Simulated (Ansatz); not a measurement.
Reaction (substitution at a C–B bond): `CB(F)C=O` + `N#CO` → `N#COC=O` + `CBF`

Calculated with Ansatz (gas phase, PBE0-D4/def2-TZVP geometries, no zero-point term in ΔE). CCSD(T)/CBS is the MP2 limit (def2-TZVPP, def2-QZVPP) plus CCSD(T) − MP2 in def2-TZVPP, frozen cores. This one scheme is used for every species. DFT in def2-TZVPP. HSE06 is defined as in plane-wave codes. Each species was taken in one conformer, which may not be the lowest.

`CB(F)C=O`:

Z-matrix (Å, degrees):
```
C
B 1 1.552
H 1 1.098 2 109.1
H 1 1.090 2 113.8 3 -121.3
H 1 1.096 2 110.8 3 115.1
F 2 1.319 1 121.6 3 115.1
C 2 1.617 1 122.5 3 -64.4
O 7 1.207 2 122.6 1 -176.9
H 7 1.117 2 118.4 1 2.7
```

`N#CO`:

```xyz
4

N     1.129    0.666    0.946
C     0.424    0.148    0.195
O    -0.308   -0.451   -0.682
H    -1.244   -0.362   -0.460
```

`N#COC=O`:

Cartesian coordinates in Å:
```
N -0.803 -0.690 2.124
C -0.728 -0.430 1.006
O -0.718 -0.158 -0.263
C 0.481 0.314 -0.806
O 1.469 0.478 -0.190
H 0.299 0.486 -1.871
```

`CBF`:

```xyz
7

C    -0.156   -0.173    0.647
B     0.198    0.209   -0.816
F    -0.021    1.439   -1.263
H    -0.586    0.644    1.228
H     0.742   -0.540    1.158
H    -0.852   -1.019    0.650
H     0.675   -0.561   -1.605
```

```csv
level,ΔE (kJ/mol),difference from CCSD(T)/CBS
LDA (SPW92),-27.4,-14.0
revPBE-D4,-21.2,-7.8
B97M-V,-20.3,-6.9
r2SCAN0-D4,-19.9,-6.5
HSE06-D4,-17.3,-3.9
BHLYP-D4,-16.7,-3.3
ωB97X-V,-18.7,-5.3
BLYP,-24.5,-11.1
PBE0,-17.8,-4.4
r2SCANh,-22.7,-9.3
HSE06,-17.9,-4.5
BHLYP,-17.6,-4.2
CAM-B3LYP,-20.4,-7.0
HF/def2-SVP,-20.3,-6.9
HF/def2-QZVPP,-18.4,-5.0
HF/CBS(def2),-18.4,-5.0
CCSD(T)/CBS,-13.4,0
```

Largest T1 diagnostic among the species: 0.017.

From r2SCAN to r2SCAN0 (25 % exact exchange), in def2-TZVPP and without D4, ΔE moves by +4.5 kJ/mol. At CCSD(T), def2-SVP lies −9.9 kJ/mol from the extrapolated value and def2-TZVPP −3.1 kJ/mol.
